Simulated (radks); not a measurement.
Valence configurations of In (all share [Kr]). Method: non-relativistic Kohn-Sham, PBE, spin-polarised, spherical densities, point nucleus; open shells are filled with parallel spins first (spin-orbit coupling, left out, can overturn this in heavy ions); relativity is left out, which matters for an element this heavy; computed with a radial shooting solver on a logarithmic mesh with Libxc functionals. Energies are relative to 4d10 5s2 5p1; eigenvalues in eV for spin up.

valence	E (eV)	moment (Bohr magnetons)	e(4d)	e(5p)	e(5s)
4d10 5s2 5p1	0.000	1	-19.760	-2.862	-7.892
4d10 5s1 5p2	3.935	3	-21.013	-3.762	-9.092
4d9.5 5s2 5p1.5	8.892	2	-22.802	-3.560	-9.018
4d9.5 5s1.5 5p2	10.993	3	-23.393	-4.002	-9.592
4d9.5 5s1 5p2.5	12.841	4	-23.917	-4.374	-10.097
4d9 5s2 5p2	18.729	3	-25.808	-4.219	-10.076
4d9 5s1 5p3	22.662	5	-26.818	-4.966	-11.062
4d8.5 5s2 5p2.5	29.500	4	-28.796	-4.850	-11.083
4d9 5p4	30.741	3	-28.303	-5.290	-
4d8 5s2 5p3	41.194	5	-31.774	-5.461	-12.052

NIST lists [Kr] 4d10 5s2 5p1 as the ground configuration; this level of theory agrees among the configurations tried. The energies are those of spherical high-spin densities, not of single terms. Relativity is left out, which favours d and f over s occupation in heavy atoms.
